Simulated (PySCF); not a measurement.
PySCF input (MN15/def2-TZVPD):

```python
from pyscf import gto, scf, dft

mol = gto.M(
    atom='''
    Cs   -0.00000000   -0.00000000   -2.00479487
    I     0.00000000    0.00000000    2.08044750
    ''',
    basis='def2-tzvpd',
    ecp='def2-tzvp',
    charge=1,
    spin=1,
    symmetry='C2v',
    verbose=4,
)

mf = dft.UKS(mol, xc='mn15').density_fit(auxbasis='def2-universal-jkfit')
mf.grids.level = 4
mf.conv_tol = 1e-9
mf.max_cycle = 100
mf.max_memory = 1500
mf.kernel()
if not mf.converged:
    mf = mf.newton()
    mf.kernel(mf.make_rdm1())
mf.analyze()
```

End of the output:

```
Extra cycle  E= -316.932714534521  delta_E= -1.06e-11  |g|= 1.73e-06  |ddm|= 1.1e-05
converged SCF energy = -316.932714534521  <S^2> = 0.75375029  2S+1 = 2.0037468
**** SCF Summaries ****
Total Energy =                        -316.932714534520926
Nuclear Repulsion Energy =              29.145118373233750
One-electron Energy =                 -603.259311213002320
Two-electron Energy =                  257.181478305247651
Two-electron Coulomb Energy =          281.578399902060710
DFT Exchange-Correlation Energy =      -24.396921596813058
HOMO-LUMO gap [eV] =                     3.754788689081068
Wave-function symmetry = B2
alpha occupancy for each irrep:     A1   A2   B1   B2
                                     8    1    4    4
beta  occupancy for each irrep:     A1   A2   B1   B2
                                     8    1    4    3
**** MO energy ****
alpha MO #1 (A1 #1), energy= -6.72429753438675 occ= 1
alpha MO #2 (B2 #1), energy= -4.87228582217657 occ= 1
alpha MO #3 (A1 #2), energy= -4.8540308272952 occ= 1
alpha MO #4 (B1 #1), energy= -4.85288568491637 occ= 1
alpha MO #5 (A1 #3), energy= -2.0947489923955 occ= 1
alpha MO #6 (B2 #2), energy= -2.08970637969738 occ= 1
alpha MO #7 (A2 #1), energy= -2.0887310104031 occ= 1
alpha MO #8 (A1 #4), energy= -2.07300066119876 occ= 1
alpha MO #9 (B1 #2), energy= -2.07299020553958 occ= 1
alpha MO #10 (A1 #5), energy= -1.28621509730744 occ= 1
alpha MO #11 (A1 #6), energy= -0.895807786144823 occ= 1
alpha MO #12 (B2 #3), energy= -0.746741718175062 occ= 1
alpha MO #13 (B1 #3), energy= -0.746445314567076 occ= 1
alpha MO #14 (A1 #7), energy= -0.745432964145785 occ= 1
alpha MO #15 (B2 #4), energy= -0.494498125032067 occ= 1
alpha MO #16 (A1 #8), energy= -0.45857968604393 occ= 1
alpha MO #17 (B1 #4), energy= -0.451498212497396 occ= 1
alpha MO #18 (A1 #9), energy= -0.143470969155683 occ= 0
alpha MO #19 (B2 #5), energy= -0.0956430048105856 occ= 0
alpha MO #20 (B1 #5), energy= -0.09248406206334 occ= 0
alpha MO #21 (A1 #10), energy= -0.0861942603311027 occ= 0
alpha MO #22 (A2 #2), energy= -0.0860316321569918 occ= 0
alpha MO #23 (A1 #11), energy= -0.0837999851888222 occ= 0
alpha MO #24 (A1 #12), energy= -0.0828569152484877 occ= 0
alpha MO #25 (B2 #6), energy= -0.0788851960063761 occ= 0
alpha MO #26 (B1 #6), energy= -0.0779005415280754 occ= 0
alpha MO #27 (A1 #13), energy= -0.0553520890935699 occ= 0
alpha MO #28 (A1 #14), energy= -0.0322299873173095 occ= 0
alpha MO #29 (B2 #7), energy= -0.0313135613856295 occ= 0
alpha MO #30 (A2 #3), energy= -0.0299231518825844 occ= 0
alpha MO #31 (A1 #15), energy= -0.0298133876674474 occ= 0
alpha MO #32 (B1 #7), energy= -0.0285531465849633 occ= 0
alpha MO #33 (B2 #8), energy= -0.0154481734506318 occ= 0
alpha MO #34 (A1 #16), energy= -0.0148175467980603 occ= 0
alpha MO #35 (B1 #8), energy= -0.0132130373533723 occ= 0
alpha MO #36 (A1 #17), energy= -0.00858890235235139 occ= 0
alpha MO #37 (B2 #9), energy= -0.00669723136028377 occ= 0
alpha MO #38 (B1 #9), energy= -0.00318197103966789 occ= 0
alpha MO #39 (A1 #18), energy= 0.00226520251276074 occ= 0
alpha MO #40 (A2 #4), energy= 0.00253857839939453 occ= 0
alpha MO #41 (A1 #19), energy= 0.0279351892006545 occ= 0
alpha MO #42 (B2 #10), energy= 0.0337117100244475 occ= 0
alpha MO #43 (B1 #10), energy= 0.0445577489980904 occ= 0
alpha MO #44 (A1 #20), energy= 0.087071940413999 occ= 0
alpha MO #45 (B2 #11), energy= 0.157854024736988 occ= 0
alpha MO #46 (B1 #11), energy= 0.171663585232593 occ= 0
alpha MO #47 (A1 #21), energy= 0.221425847391608 occ= 0
alpha MO #48 (A1 #22), energy= 0.241025241108977 occ= 0
alpha MO #49 (A2 #5), energy= 0.241059714085441 occ= 0
alpha MO #50 (B2 #12), energy= 0.259289411339995 occ= 0
alpha MO #51 (A1 #23), energy= 0.259608579486315 occ= 0
alpha MO #52 (B1 #12), energy= 0.260656528373759 occ= 0
alpha MO #53 (A2 #6), energy= 0.263010210292819 occ= 0
alpha MO #54 (A1 #24), energy= 0.276630559682205 occ= 0
alpha MO #55 (B2 #13), energy= 0.286148684907767 occ= 0
alpha MO #56 (A1 #25), energy= 0.305709036918498 occ= 0
alpha MO #57 (B1 #13), energy= 0.305888439919857 occ= 0
alpha MO #58 (B2 #14), energy= 0.355579325905969 occ= 0
alpha MO #59 (B1 #14), energy= 0.356408936530233 occ= 0
alpha MO #60 (A1 #26), energy= 0.364786532734902 occ= 0
alpha MO #61 (A1 #27), energy= 0.403483097496358 occ= 0
alpha MO #62 (A1 #28), energy= 0.521181202143678 occ= 0
alpha MO #63 (B2 #15), energy= 0.682812273311132 occ= 0
alpha MO #64 (B1 #15), energy= 0.688677014937213 occ= 0
alpha MO #65 (A1 #29), energy= 0.691544499875534 occ= 0
alpha MO #66 (A2 #7), energy= 0.70441051114161 occ= 0
alpha MO #67 (B2 #16), energy= 0.706929029493497 occ= 0
alpha MO #68 (B1 #16), energy= 0.735886069908362 occ= 0
alpha MO #69 (A1 #30), energy= 0.745041752818588 occ= 0
alpha MO #70 (B2 #17), energy= 1.04723982275624 occ= 0
alpha MO #71 (B1 #17), energy= 1.09213782209377 occ= 0
alpha MO #72 (A1 #31), energy= 1.15165052775439 occ= 0
alpha MO #73 (A1 #32), energy= 1.3047393619553 occ= 0
alpha MO #74 (A2 #8), energy= 1.30696281215145 occ= 0
alpha MO #75 (B2 #18), energy= 1.32189042562382 occ= 0
alpha MO #76 (B1 #18), energy= 1.35444410433075 occ= 0
alpha MO #77 (A1 #33), energy= 1.36431780879719 occ= 0
alpha MO #78 (B2 #19), energy= 2.81523009141543 occ= 0
alpha MO #79 (B1 #19), energy= 2.8185604440432 occ= 0
alpha MO #80 (A1 #34), energy= 2.81939055538953 occ= 0
alpha MO #81 (A2 #9), energy= 2.82732883999472 occ= 0
alpha MO #82 (B2 #20), energy= 2.82838169506085 occ= 0
alpha MO #83 (B1 #20), energy= 2.84460642459181 occ= 0
alpha MO #84 (A1 #35), energy= 2.84795621518636 occ= 0
alpha MO #85 (A1 #36), energy= 3.92352822472779 occ= 0
alpha MO #86 (A1 #37), energy= 19.697760815598 occ= 0
alpha MO #87 (B2 #21), energy= 33.5983864418863 occ= 0
alpha MO #88 (B1 #21), energy= 33.6169550596739 occ= 0
alpha MO #89 (A1 #38), energy= 33.6652211017694 occ= 0
alpha MO #90 (A1 #39), energy= 41.5458732176507 occ= 0
alpha MO #91 (A1 #40), energy= 118.154597600463 occ= 0
beta  MO #1 (A1 #1), energy= -6.72500215455881 occ= 1
beta  MO #2 (B2 #1), energy= -4.87005785915619 occ= 1
beta  MO #3 (A1 #2), energy= -4.8531769750628 occ= 1
beta  MO #4 (B1 #1), energy= -4.85204807423083 occ= 1
beta  MO #5 (A1 #3), energy= -2.08888096246528 occ= 1
beta  MO #6 (B2 #2), energy= -2.08557108938422 occ= 1
beta  MO #7 (A2 #1), energy= -2.08464651519093 occ= 1
beta  MO #8 (A1 #4), energy= -2.07261415573419 occ= 1
beta  MO #9 (B1 #2), energy= -2.07260857132446 occ= 1
beta  MO #10 (A1 #5), energy= -1.28623201609034 occ= 1
beta  MO #11 (A1 #6), energy= -0.853654821282387 occ= 1
[...]
```
